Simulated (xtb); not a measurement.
Cl₅OSi₂, doublet, at a GFN2-xTB geometry; GFN2-xTB with ALPB(dmso) in xtb.

Here is a job for xtb.
```
$ xtb mol.xyz --gfn 2 --uhf 1 --alpb dmso --json

# file mol.xyz
8

Cl     2.33479091    -1.71099388    -0.65737346
Si     1.96416604     0.09563765     0.13919861
Cl     2.26536782     1.60419462    -1.15215974
O      0.39041391     0.13132362     0.56182526
Si    -1.21793879     0.02038872     0.40908795
Cl    -1.96521701     1.13640431     1.88664262
Cl    -1.69938760    -1.91143167     0.60001890
Cl    -1.73381843     0.72447616    -1.39304682
```

### Question
Predict the main parts of the log of this xtb run.

### Answer

```
   ID    Z sym.   atoms
    1   17 Cl     1, 3, 6-8
    2   14 Si     2, 5
    3    8 O      4

           -------------------------------------------------
          |                Calculation Setup                |
           -------------------------------------------------

           -------------------------------------------------
          |                 G F N 2 - x T B                 |
           -------------------------------------------------

      * Solvation model:               ALPB
        Solvent                        dmso
        Parameter file                 internal GFN2-xTB/ALPB
        Dielectric constant                4.6680E+01
        Reference state                gsolv [1 M gas/solution]
        Free energy shift                  7.1947E-03 Eh       4.5147E+00 kcal/mol
        Temperature                        2.9815E+02 K
        Density                            1.1000E+00 kg/L
        Solvent mass                       7.8130E+01 g/mol
        Interaction kernel             P16
        Born radius scaling (c1)           1.7927E+00
        Born radii integrator          GBOBC
        Born offset                        0.0000E+00 a0       0.0000E+00 AA
        H-bond correction              true
        Ion screening                  false
        Surface tension                    1.0000E-05 Eh       1.5569E+01 dyn/cm
        Grid points                               230 per atom

          ...................................................
          :                      SETUP                      :
          :.................................................:
          :  # basis functions                  74          :
          :  # atomic orbitals                  67          :
          :  # shells                           23          :
          :  # electrons                        49          :
          :  max. iterations                   250          :
          :  Hamiltonian                  GFN2-xTB          :
          :  restarted?                      false          :
          :  GBSA solvation                   true          :
          :  PC potential                    false          :
          :  electronic temp.          300.0000000     K    :
          :  accuracy                    1.0000000          :
          :  -> integral cutoff          0.2500000E+02      :
          :  -> integral neglect         0.1000000E-07      :
          :  -> SCF convergence          0.1000000E-05 Eh   :
          :  -> wf. convergence          0.1000000E-03 e    :
          :  Broyden damping             0.4000000          :
          :  net charge                          0          :
          :  unpaired electrons                  1          :
          ...................................................

 iter      E             dE          RMSdq      gap      omega  full diag
   1    -30.4934723 -0.304935E+02  0.785E+00    3.96       0.0  T
   2    -30.5819433 -0.884710E-01  0.555E+00    3.45       1.0  T
   3    -30.5919365 -0.999323E-02  0.274E+00    3.90       1.0  T
   4    -30.5894248  0.251167E-02  0.182E+00    3.45       1.0  T
   5    -30.6076970 -0.182722E-01  0.695E-01    3.75       1.0  T
   6    -30.6075822  0.114797E-03  0.227E-01    3.79       1.0  T
   7    -30.6076152 -0.329380E-04  0.233E-01    3.76       1.0  T
   8    -30.6075903  0.248366E-04  0.198E-01    3.78       1.0  T
   9    -30.6078188 -0.228455E-03  0.452E-02    3.77       1.0  T
  10    -30.6078264 -0.756880E-05  0.286E-02    3.77       1.2  T
  11    -30.6078311 -0.472290E-05  0.779E-03    3.77       4.5  T
  12    -30.6078312 -0.945531E-07  0.585E-03    3.77       6.0  T
  13    -30.6078314 -0.174446E-06  0.243E-03    3.77      14.6  T
  14    -30.6078314 -0.227351E-07  0.909E-04    3.77      38.9  T
  15    -30.6078314 -0.319445E-08  0.474E-04    3.77      74.5  T

   *** convergence criteria satisfied after 15 iterations ***

         :::::::::::::::::::::::::::::::::::::::::::::::::::::
         ::                     SUMMARY                     ::
         :::::::::::::::::::::::::::::::::::::::::::::::::::::
         :: total energy             -30.542267516983 Eh    ::
         :: total w/o Gsasa/hb       -30.533143346847 Eh    ::
         :: gradient norm              0.004135411061 Eh/a0 ::
         :: HOMO-LUMO gap              3.771346413864 eV    ::
         ::.................................................::
         :: SCC energy               -30.607794136109 Eh    ::
         :: -> isotropic ES            0.064470891362 Eh    ::
         :: -> anisotropic ES         -0.004213089174 Eh    ::
         :: -> anisotropic XC         -0.003317845790 Eh    ::
         :: -> dispersion             -0.014155465961 Eh    ::
         :: -> Gsolv                  -0.009824407147 Eh    ::
         ::    -> Gelec               -0.000700237011 Eh    ::
         ::    -> Gsasa               -0.016318864185 Eh    ::
         ::    -> Ghb                  0.000000000000 Eh    ::
         ::    -> Gshift               0.007194694049 Eh    ::
         :: repulsion energy           0.065526619126 Eh    ::
         :: add. restraining           0.000000000000 Eh    ::
         :: total charge              -0.000000000000 e     ::
         :::::::::::::::::::::::::::::::::::::::::::::::::::::

           -------------------------------------------------
          |                Property Printout                |
           -------------------------------------------------

    * Orbital Energies and Occupations

         #    Occupation            Energy/Eh            Energy/eV
      -------------------------------------------------------------
         1        2.0000           -1.0975349             -29.8654
       ...           ...                  ...                  ...
        13        2.0000           -0.4975226             -13.5383
        14        2.0000           -0.4839499             -13.1689
        15        2.0000           -0.4748383             -12.9210
        16        2.0000           -0.4715381             -12.8312
        17        2.0000           -0.4684874             -12.7482
        18        2.0000           -0.4678337             -12.7304
        19        2.0000           -0.4623579             -12.5814
        20        2.0000           -0.4610187             -12.5450
        21        2.0000           -0.4599141             -12.5149
        22        2.0000           -0.4589896             -12.4897
        23        2.0000           -0.4571701             -12.4402
        24        2.0000           -0.4551511             -12.3853
        25        1.0000           -0.3495738              -9.5124 (HOMO)
        26                         -0.2109794              -5.7410 (LUMO)
        27                         -0.1988679              -5.4115
        28                         -0.1831246              -4.9831
        29                         -0.1721947              -4.6857
        30                         -0.1594260              -4.3382
        31                         -0.1353563              -3.6832
        32                         -0.0898186              -2.4441
        33                         -0.0464532              -1.2641
        34                         -0.0446191              -1.2141
        35                         -0.0213789              -0.5817
        36                         -0.0188542              -0.5130
       ...                                ...                  ...
        67                          0.8813853              23.9837
      -------------------------------------------------------------
                  HL-Gap            0.1385944 Eh            3.7713 eV
             Fermi-level           -0.3413195 Eh           -9.2878 eV

     #   Z          covCN         q      C6AA      α(0)
     1  17 Cl       0.807    -0.137   103.315    15.549
     2  14 Si       2.431     0.531   174.660    28.852
     3  17 Cl       0.807    -0.136   103.283    15.547
     4   8 O        1.540    -0.402    20.977     6.179
     5  14 Si       3.236     0.608   128.594    23.548
     6  17 Cl       0.811    -0.153   103.831    15.588
     7  17 Cl       0.812    -0.155   103.897    15.593
     8  17 Cl       0.812    -0.156   103.942    15.596

 Mol. C6AA /au·bohr⁶  :       6267.962081
 Mol. C8AA /au·bohr⁸  :     303231.807959
 Mol. α(0) /au        :        136.452338

Wiberg/Mayer (AO) data.
largest (>0.10) Wiberg bond orders for each atom

 ---------------------------------------------------------------------------
     #   Z sym  total        # sym  WBO       # sym  WBO       # sym  WBO
 ---------------------------------------------------------------------------
     1  17 Cl   1.332 --     2 Si   1.184
     2  14 Si   3.458 --     3 Cl   1.185     1 Cl   1.184     4 O    1.032
     3  17 Cl   1.333 --     2 Si   1.185
     4   8 O    2.383 --     5 Si   1.115     2 Si   1.032
     5  14 Si   4.511 --     6 Cl   1.123     7 Cl   1.119     8 Cl   1.117
                             4 O    1.115
     6  17 Cl   1.307 --     5 Si   1.123
     7  17 Cl   1.306 --     5 Si   1.119
     8  17 Cl   1.309 --     5 Si   1.117
 ---------------------------------------------------------------------------

Topologies differ in total number of bonds
Writing topology from bond orders to xtbtopo.mol

molecular dipole:
                 x           y           z       tot (Debye)
 q only:        0.669       0.067       0.339
   full:        0.298       0.015       0.063       0.776
molecular quadrupole (traceless):
                xx          xy          yy          xz          yz          zz
 q only:        4.703       0.812      -3.529       3.565       0.468      -1.174
  q+dip:        0.513       0.430      -1.347       2.731       0.208       0.834
   full:        1.907       0.391      -2.038       2.006       0.152       0.130

           -------------------------------------------------
          | TOTAL ENERGY              -30.542267516983 Eh   |
          | GRADIENT NORM               0.004135411061 Eh/α |
          | HOMO-LUMO GAP               3.771346413864 eV   |
           -------------------------------------------------

normal termination of xtb
```
